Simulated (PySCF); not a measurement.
**Electron correlation in S (sulfur, neutral)**

[Ne] 3s1 3p5, high-spin 3P determinant (an excited configuration). Computed with PySCF 2.14 in aug-cc-pwCVQZ (10s9p7d5f3g, 134 functions), with the non-relativistic Hamiltonian (point nucleus). Frozen: [Ne]; 6 electrons correlated.

MP2 pair energies summed by pair of shells (mhartree):

| pair | energy | share (%) |
| --- | --- | --- |
| 3p-3p | -148.29 | 87.6 |
| 3s-3p | -20.93 | 12.4 |

Total MP2 correlation energy: -169.22 mhartree.

Same-spin part -32.82 and opposite-spin part -136.40 mhartree; SCS-MP2 scales them by 1/3 and 6/5 to -174.62 mhartree.
